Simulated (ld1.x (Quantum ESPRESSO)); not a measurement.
**Varying the TM potential for Mg**

Base potential:

```
Element                 : magnesium (Mg)
Generator               : ld1.x (Quantum ESPRESSO) 7.5
Type                    : norm-conserving Troullier–Martins (Kleinman–Bylander form)
Functional              : PBE
Relativity              : scalar-relativistic
Frozen core             : [Ne]
Valence charge          : 2
Reference configuration : 3s0.5 3p0 (charge +1.5)
Partial waves           : 3p (bound, empty): rc 2.60 bohr; 3s (bound): rc 2.05 bohr
Local potential         : the s channel
Core correction         : Bessel-smoothed model core, default radius (core density twice the valence density)
```

All-electron outer shells of the reference configuration (PBE, scalar-relativistic, ld1.x):

| shell | level (eV) | outermost node (bohr) | outermost maximum (bohr) |
| --- | --- | --- | --- |
| 3s | -15.01 | 0.89 | 2.26 |
| 3p | -10.24 | 0.93 | 2.73 |

Cutoffs, loose and tight: the cutoffs (Ry, on a coarse ladder) from which the occupation-weighted sum of valence levels, in a spherical-Bessel basis at the reference potential, stays within 10 and 1 mRy of its value at 400 Ry. They do not see the model core or the augmentation charge, which bear on the density cutoff. Test errors are all-electron minus pseudo excitation energies from the reference, over the configurations 3s2 3p0; 3s1 3p0; 3s1.5 3p0; 3s0 3p1; 3s1 3p1; 3s0 3p2. A dash means not determined; rows that change the core or the reference have their own tests.

The default core radius of the base comes out at 1.76 bohr.

| change | outcome | cutoff, loose | cutoff, tight | bound ghosts | largest test error (meV) |
| --- | --- | --- | --- | --- | --- |
| base | generated | 6 Ry | 10 Ry | none | +15 |
| reference 3s1.5 3p0.5 | generated | 6 Ry | 18 Ry | none | +46 |
| wave 3s (bound): rc 2.05 bohr becomes 3s (bound): rc 2.16 bohr | generated | 6 Ry | 10 Ry | none | +15 |
| core correction none | generated | 6 Ry | 10 Ry | none | +184 |
| wave 3p (bound): rc 2.60 bohr becomes 3p (bound): rc 3.88 bohr | generated | 6 Ry | 10 Ry | none | +15 |
| wave 3p (bound): rc 2.60 bohr becomes 3p (bound): rc 2.90 bohr | generated | 6 Ry | 10 Ry | none | +15 |
| all radii but the core radius scaled by about 1.04 (s 2.14, p 2.70 bohr) | generated | 6 Ry | 10 Ry | none | +15 |
| wave 3p (bound): rc 2.60 bohr becomes 3p (bound): rc 2.84 bohr | generated | 6 Ry | 10 Ry | none | +15 |
| core [He] 2s2, valence charge 8; reference 2p6 3s2 3p0; waves now 2p (bound): rc 1.00 bohr; 3s (bound): rc 2.35 bohr; core correction Bessel-smoothed model core inside 1.00 bohr | generated | 160 Ry | 300 Ry | none | -1249 |
| type ultrasoft; waves now 3s (bound): rcut 1.80, rcutus 2.05 bohr; 3s channel at -0.65 Ry: rcut 1.80, rcutus 2.05 bohr; 3p (bound): rcut 2.25, rcutus 2.60 bohr; 3p channel at 1.15 Ry: rcut 2.25, rcutus 2.60 bohr; local potential all-electron potential smoothed inside 2.50 bohr (lloc = -1); augmentation PSQ, inside the norm-conserving radii | generated | 6 Ry | 8 Ry | none | test run stopped at test 1 of 6 (negative rho) |
| wave 3s (bound): rc 2.05 bohr becomes 3s (bound): rc 2.02 bohr | generated | 6 Ry | 10 Ry | none | +15 |

(1) What comes out with this change to the base: type RRKJ; local potential all-electron potential smoothed inside 2.00 bohr (lloc = -2); rho0 0.001?

Answers

(1) outcome: generated; cutoff, loose: 6 Ry; cutoff, tight: 18 Ry; bound ghosts: none; largest test error (meV): +19.
